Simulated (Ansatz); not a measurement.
Molecule: LaBr₃ (charge -1, doublet). The spin state was set by rule; other spins were not relaxed. 
Geometry from a B3LYP-D3(BJ)/def2-TZVP (Ansatz, a program for electronic structure) optimisation:
```xyz
4

La     0.0000     0.0000     0.0000
Br    -2.2607    -1.7431    -0.3577
Br    -0.0258     2.6416    -1.1395
Br     2.2865    -0.8985     1.4972
```
Charge -1, spin multiplicity 2.

Basis-set convergence of Hartree-Fock and CCSD(T) correlation energies (hartree) with Ansatz. Correlated levels leave the core frozen unless marked. UHF or UKS for open shells. No spin-orbit coupling. The frozen core is the preceding noble-gas configuration, with the filled d and f shells of earlier blocks. In def2 rows, elements after Kr have scalar-relativistic effective core potentials.

```
basis        functions        E(HF)  E(corr, CCSD(T))
-----------  ---------  -----------  ----------------
def2-SVPD          158  -7747.81858          -0.46428
def2-TZVPPD        230   (withheld)        (withheld)
```

**Question.** Fill in the missing entries.

**Answer.** 
- def2-TZVPPD, E(HF): -7748.75582
- def2-TZVPPD, E(corr, CCSD(T)): -0.60240
